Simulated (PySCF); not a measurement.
Run record: EPR job, `C[CH][C@H](C)C(C)C` [radical].

Method: UKS B3LYP, pcH-1 on C H, non-relativistic, mean-field spin-orbit, GIAO (PySCF 2.14.0). Geometry: GFN2-xTB. The command runs a driver script over a list of jobs; the input below is this job's line of settings and its coordinates in Å.

Command:
```bash
OMP_NUM_THREADS=1 python probes_run.py task.json out
```

Input:
```
{"job": {"kind": "epr", "basis": "pcH-1"}, "charge": 0, "multiplicity": 2}
C     -2.286994    -1.441107     0.342038
C     -1.373012    -0.572739    -0.427693
C     -0.380833     0.334261     0.197159
C     -0.838789     1.796728     0.031518
C      1.021738     0.118320    -0.422260
C      2.074034     1.047058     0.178048
C      1.446934    -1.335827    -0.225011
H     -2.248184    -2.474021    -0.017770
H     -2.036878    -1.433935     1.400667
H     -3.330255    -1.121093     0.234121
H     -1.500415    -0.522069    -1.496995
H     -0.319310     0.115461     1.269054
H     -0.786679     2.091463    -1.014007
H     -0.219401     2.467608     0.620137
H     -1.867988     1.900419     0.367487
H      0.948972     0.318289    -1.497149
H      3.060693     0.775074    -0.191899
H      2.081851     0.963160     1.263088
H      1.891455     2.083659    -0.090487
H      0.690838    -2.006906    -0.626128
H      1.571013    -1.552811     0.834066
H      2.390799    -1.531607    -0.728833
```

Output:
```
UKS, coarse grid
  cycle   1  E = -275.67322900  |g| = 3.94e-01
  cycle   2  E = -275.64233797  |g| = 4.68e-01
  cycle   3  E = -275.75864806  |g| = 3.15e-02
  cycle   4  E = -275.75887896  |g| = 2.58e-02
  cycle   5  E = -275.75919718  |g| = 3.85e-03
  cycle   6  E = -275.75920717  |g| = 1.13e-03
  cycle   7  E = -275.75920860  |g| = 4.58e-04
UKS, final grid
  cycle   1  E = -275.75927340  |g| = 4.20e-04
  cycle   2  E = -275.75927340  |g| = 4.51e-04
  cycle   3  E = -275.75927350  |g| = 5.88e-05
  cycle   4  E = -275.75927351  |g| = 2.03e-05
E = -275.75927351 Eh   <S^2> = 0.7539 (exact 0.7500)
g shifts (ppm)      1          2          3
  rmc          -149       -149       -149
  gc              5         40         29
  oz_so         -30        466        690
  total        -174        356        570
hyperfine (MHz)  atom isotope    a_iso     a_fc   dipolar eigenvalues
    0   13C     -35.33     -35.33     -2.47      0.44      2.03
    1   13C      93.97      93.97    -82.37    -81.43    163.79
    2   13C     -30.43     -30.43     -1.93      0.09      1.84
    3   13C      70.91      70.91     -4.73     -4.39      9.12
    4   13C      40.26      40.26     -3.67     -3.02      6.69
    5   13C       1.37       1.37     -0.66     -0.55      1.21
    6   13C       6.44       6.44     -2.08     -0.79      2.87
    7    1H     105.53     105.53     -5.19     -4.15      9.34
    8    1H       3.79       3.79     -4.83     -3.80      8.63
    9    1H     128.51     128.51     -5.33     -3.52      8.86
   10    1H     -61.24     -61.24    -38.78     -0.43     39.21
   11    1H       4.40       4.40     -5.49     -3.78      9.27
   12    1H      -3.03      -3.03     -4.36     -2.51      6.87
   13    1H      20.84      20.84     -3.04     -1.66      4.70
   14    1H      -0.51      -0.51     -6.04     -2.01      8.04
   15    1H      -2.42      -2.42     -3.72     -2.66      6.38
   16    1H       5.14       5.14     -1.03     -0.59      1.62
   17    1H       0.29       0.29     -1.13     -1.02      2.15
   18    1H       0.31       0.31     -1.35     -0.77      2.12
   19    1H       1.78       1.78     -7.36     -3.89     11.24
   20    1H       0.56       0.56     -2.15     -1.72      3.87
   21    1H      -0.56      -0.56     -1.87     -1.23      3.09
```

rmc, gc and oz_so are the mass-correction, gauge-correction and orbital-Zeeman/spin–orbit parts of the g shift along its three principal axes; a_iso is the isotropic hyperfine coupling and a_fc its Fermi-contact part. Atoms in this output count from 0.

Question: Get g_iso from the total shifts.

Answer: Their mean is 251 ppm; added to g_e = 2.002319 it gives 2.00257.

Main results: ⟨S²⟩ 0.754; g_iso 2.0026.

Isolated species at its GFN2-xTB geometry (one conformer only).

The run took 2.0 min (with the writing of density and orbital grids) on one thread, Arm Neoverse V1 (aarch64), shared host with 32 logical CPUs at a one-minute load of 23, and the process peaked at 1.1 GiB of memory.
Labels such as C1 count atoms from 1, the log's own numbers from 0.
